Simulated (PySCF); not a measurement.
cyclobutene (C₄H₆), SMILES C1=CCC1.

Coordinates come from a B3LYP-D3(BJ)/def2-SVP optimisation.

These are B3LYP-D3(BJ)/def2-SVP run with PySCF values and carry that method's errors.

Harmonic, unscaled wavenumbers; measured fundamentals usually lie a few per cent lower.

Computed harmonic wavenumbers and intensities:
```json
[
 {"mode": "1", "ν (cm⁻¹)": "324", "IR (km/mol)": "0.0", "moving atoms (share of kinetic energy)": "H 60 %, C 40 %"},
 {"mode": "2", "ν (cm⁻¹)": "646", "IR (km/mol)": "42.4", "moving atoms (share of kinetic energy)": "H 94 %"},
 {"mode": "3", "ν (cm⁻¹)": "864", "IR (km/mol)": "13.1", "moving atoms (share of kinetic energy)": "H 88 %, C 12 %"},
 {"mode": "4", "ν (cm⁻¹)": "866", "IR (km/mol)": "0.6", "moving atoms (share of kinetic energy)": "C 87 %, H 13 %"},
 {"mode": "5", "ν (cm⁻¹)": "898", "IR (km/mol)": "1.3", "moving atoms (share of kinetic energy)": "C 64 %, H 36 %"},
 {"mode": "6", "ν (cm⁻¹)": "902", "IR (km/mol)": "15.0", "moving atoms (share of kinetic energy)": "H 51 %, C 49 %"},
 {"mode": "7", "ν (cm⁻¹)": "948", "IR (km/mol)": "0.0", "moving atoms (share of kinetic energy)": "H 84 %, C 16 %"},
 {"mode": "8", "ν (cm⁻¹)": "996", "IR (km/mol)": "0.2", "moving atoms (share of kinetic energy)": "H 69 %, C 31 %"},
 {"mode": "9", "ν (cm⁻¹)": "1035", "IR (km/mol)": "0.0", "moving atoms (share of kinetic energy)": "C 53 %, H 47 %"},
 {"mode": "10", "ν (cm⁻¹)": "1089", "IR (km/mol)": "4.5", "moving atoms (share of kinetic energy)": "H 84 %, C 16 %"},
 {"mode": "11", "ν (cm⁻¹)": "1134", "IR (km/mol)": "0.1", "moving atoms (share of kinetic energy)": "C 59 %, H 41 %"},
 {"mode": "12", "ν (cm⁻¹)": "1161", "IR (km/mol)": "0.0", "moving atoms (share of kinetic energy)": "H 85 %, C 15 %"},
 {"mode": "13", "ν (cm⁻¹)": "1213", "IR (km/mol)": "1.3", "moving atoms (share of kinetic energy)": "H 61 %, C 39 %"},
 {"mode": "14", "ν (cm⁻¹)": "1231", "IR (km/mol)": "2.2", "moving atoms (share of kinetic energy)": "H 70 %, C 30 %"},
 {"mode": "15", "ν (cm⁻¹)": "1322", "IR (km/mol)": "11.1", "moving atoms (share of kinetic energy)": "C 53 %, H 47 %"},
 {"mode": "16", "ν (cm⁻¹)": "1440", "IR (km/mol)": "0.3", "moving atoms (share of kinetic energy)": "H 92 %"},
 {"mode": "17", "ν (cm⁻¹)": "1463", "IR (km/mol)": "0.2", "moving atoms (share of kinetic energy)": "H 86 %, C 14 %"},
 {"mode": "18", "ν (cm⁻¹)": "1651", "IR (km/mol)": "0.7", "moving atoms (share of kinetic energy)": "C 89 %, H 11 %"},
 {"mode": "19", "ν (cm⁻¹)": "3033", "IR (km/mol)": "39.2", "moving atoms (share of kinetic energy)": "H 95 %"},
 {"mode": "20", "ν (cm⁻¹)": "3038", "IR (km/mol)": "39.9", "moving atoms (share of kinetic energy)": "H 95 %"},
 {"mode": "21", "ν (cm⁻¹)": "3081", "IR (km/mol)": "0.0", "moving atoms (share of kinetic energy)": "H 90 %, C 10 %"},
 {"mode": "22", "ν (cm⁻¹)": "3091", "IR (km/mol)": "45.5", "moving atoms (share of kinetic energy)": "H 90 %, C 10 %"},
 {"mode": "23", "ν (cm⁻¹)": "3172", "IR (km/mol)": "11.6", "moving atoms (share of kinetic energy)": "H 92 %"},
 {"mode": "24", "ν (cm⁻¹)": "3203", "IR (km/mol)": "17.6", "moving atoms (share of kinetic energy)": "H 89 %, C 11 %"}
]
```
